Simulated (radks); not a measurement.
Q: Valence configurations of Al2+ (all share [Ne]). Calculated with a radial shooting solver on a logarithmic mesh with Libxc functionals: scalar-relativistic Kohn-Sham, LDA (Slater exchange, Perdew-Wang correlation), spin-polarised, spherical densities, finite nucleus; open shells are filled with parallel spins first; Fermi nuclear charge, rms radius 3.061 fm. Order these by energy: 3s0.5 3p0.5; 3s1; 3p1.

A: From the lowest, in eV above it: 3s1 0.000; 3s0.5 3p0.5 3.307; 3p1 6.612. NIST lists [Ne] 3s1 as the ground configuration; this level of theory agrees among the configurations tried. The energies are those of spherical high-spin densities, not of single terms.
